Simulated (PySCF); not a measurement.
Cl2Te, charge -1, doublet, at a GFN2-xTB geometry (a state made from the parent by changing its charge; the spin is typed, not shown lowest) (core potentials on Te).

Here is a job for PySCF.
```python
from pyscf import gto, scf, dft

mol = gto.M(
    atom='''
Te   -0.002481    0.002450    0.128228
Cl    1.616798    1.970155   -0.202622
Cl   -1.609208   -1.977650   -0.189606
''',
    basis='def2-svp',
    ecp={'Te': 'def2-svp'},
    charge=-1,
    spin=1,
    verbose=4,
)

mf = dft.UKS(mol)
mf.xc = 'b3lyp'
mf.kernel()
mf.analyze()
```

Q: Predict the number of basis functions from B3LYP/def2-SVP run with PySCF.

A: 62

Q: What is the computed HOMO energy (B3LYP/def2-SVP)?

A: -0.51 eV

Q: What is the computed <S^2> (B3LYP/def2-SVP)?

A: 0.752

These values belong to the state on which the SCF converged, which isn't shown to be the lowest.
